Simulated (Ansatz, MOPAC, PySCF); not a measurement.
Constitutional and geometric isomers with formula C2H4Si. Isolated molecules, 0 K electronic values unless said otherwise. Strings in code marks are SMILES.

Quantity: electronic energy of isomers of C2H4Si relative to `C#C[SiH3]`, in kcal/mol. The restricted reference of `C=C=[SiH2]` is unstable towards unrestricted orbitals. Semi-empirical values (MOPAC) are differences of heats of formation.

Level 1: frozen-core MP2/cc-pVTZ // B3LYP-D3(BJ)/def2-TZVP (Ansatz, a first-principles code)
Level 2: BP86/6-31G* // B3LYP-D3(BJ)/def2-TZVP (PySCF)
Level 3: HF/STO-3G // B3LYP-D3(BJ)/def2-TZVP (PySCF)
Level 4: PM6 // B3LYP-D3(BJ)/def2-TZVP (MOPAC)

```tsv
species	level 2	level 3	level 4
`C=C=[SiH2]`	12.6	54.8	30.5
`C1=C[SiH2]1`	2.99	27.8	6.30
```

What does level 1 give for each?


- `C=C=[SiH2]`: 25.2
- `C1=C[SiH2]1`: 9.77
